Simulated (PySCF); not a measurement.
In(Cl)2(SH) (Cl₂HInS), SMILES [In]([SH])([Cl])[Cl].

Geometry: B3LYP-D3(BJ)/def2-SVP. The def2 effective core potentials stand for the cores of In; spin–orbit coupling is left out. Other conformers were not sampled.

Level of theory: PySCF with B3LYP-D3(BJ)/def2-SVP.

Frequencies are harmonic and unscaled.

```
mode  ν (cm⁻¹)  IR (km/mol)  moving atoms (share of kinetic energy)
----  --------  -----------  --------------------------------------
1           78          6.1                S 48 %, Cl 32 %, In 17 %
2           93          8.9                In 47 %, Cl 34 %, S 18 %
3           93          8.8                        Cl 79 %, In 16 %
4          222         17.7                                  H 96 %
5          322          0.2                         Cl 53 %, S 45 %
6          378         48.7                Cl 47 %, In 30 %, S 22 %
7          384         54.6                Cl 58 %, In 31 %, S 11 %
8          698          4.7                                  H 95 %
9         2663          1.9                                  H 97 %
```
